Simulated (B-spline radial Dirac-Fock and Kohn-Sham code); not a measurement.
# Satellites and hypersatellites of the K lines of I⁵⁺

System: I⁵⁺, configuration [Kr] 4d10 5s2.

Method: Dirac-Fock energy differences between relaxed states, corrected for Breit and QED terms. Computed with an atomic code on a B-spline grid. Each two-hole energy is an average over J within one jj subconfiguration, not an observable level; in light atoms, where LS coupling holds, the j-resolved values are not observed lines, and for a K spectator the Kα1 hypersatellite is nearly forbidden. Correlation energy is missing from these numbers.

Lines without a spectator: Kα2 (K-L2) 28315.9 eV, Kα1 (K-L3) 28610.8 eV, Kβ3 (K-M2) 32235.4 eV, Kβ1 (K-M3) 32292.1 eV. Shifts in eV with one spectator hole (a dash: not computed, or left out as unreliable):

```
spectator hole     Kα2     Kα1     Kβ3     Kβ1
        K (1s)  +620.3  +642.8  +793.3  +798.2
    L2 (2p1/2)   +69.8   +88.7       –  +185.5
    L3 (2p3/2)   +66.2   +67.1  +161.3       –
    M2 (3p1/2)       –  +10.81  +23.93  +28.90
    M3 (3p3/2)   +7.69       –  +24.03  +23.54
    M4 (3d3/2)   +1.64   -1.21       –       –
    M5 (3d5/2)   -1.81   +0.37       –       –
```

With n spectator holes in 2p, averaged over the 2p shell (energies in eV):

| n | KαLⁿ | step | hypersatellite KαʰLⁿ |
| --- | --- | --- | --- |
| 0 | 28512.5 | – | 29147.8 |
| 1 | 28585.3 | +72.9 | 29222.2 |
| 2 | 28659.5 | +74.2 | 29297.9 |
| 3 | 28735.0 | +75.5 | 29374.9 |
| 4 | 28811.8 | +76.8 | 29453.3 |
| 5 | 28889.9 | +78.1 | 29532.9 |
